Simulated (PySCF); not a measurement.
# L and K shells in GeClH3

Compound: GeClH3.
Cartesian coordinates in Å at the PBE0-D3(BJ)/def2-SVP level; atoms count from 1:
```xyz
5
ClGeH3 angstrom
Ge    -0.0011    0.0017   -0.1571
Cl     0.0133   -0.0216    2.0070
H      1.4599    0.0114   -0.6266
H     -0.7402    1.2722   -0.5979
H     -0.7319   -1.2638   -0.6254
```

Level of theory: PySCF, delta-SCF UKS SCAN, pcX-2 on the ionised atom, pcseg-1 elsewhere, spin-free X2C. Binding energies are ΔSCF values: E(core-ionised, relaxed orbitals) − E(ground state) at a fixed geometry, referred to the vacuum level. 2p3/2 and 2p1/2 are the ΔSCF energy of one spin-free 2p hole plus the eigenvalues of a spin–orbit and ligand-field matrix of the shell. The splitting includes the ligand field, and 2p3/2 is the mean of two sublevels.

```tsv
atom	mean of the 2p shell (eV)	splitting (eV)
Cl2	206.286	1.654
```

Problem. Where do the two lines of each doublet lie?

Solution. 2p3/2 = mean − splitting/3 and 2p1/2 = mean + 2 × splitting/3:

```json
{"atom": "Cl2", "environment": "chlorine bonded to Ge", "2p3/2 (eV)": "205.73", "2p1/2 (eV)": "207.39"}
```

Problem. What are the 1s binding energies of the same atoms?

Solution. Cl2 2828.34 eV.

Problem. Which Kα1 and Kα2 emission energies and wavelengths follow?

Solution. The photon carries the difference of the 1s-hole and 2p-hole states, both at the ground state's geometry; λ = 12398.42 eV Å/E.

| atom | Kα1 (eV) | Kα2 (eV) | λ(Kα1) (Å) | λ(Kα2) (Å) |
| --- | --- | --- | --- | --- |
| Cl2 | 2622.61 | 2620.95 | 4.7275 | 4.7305 |

No level of germanium is listed. Geometry: PBE0-D3(BJ)/def2-SVP; no solvent, vibrations or thermal averaging.
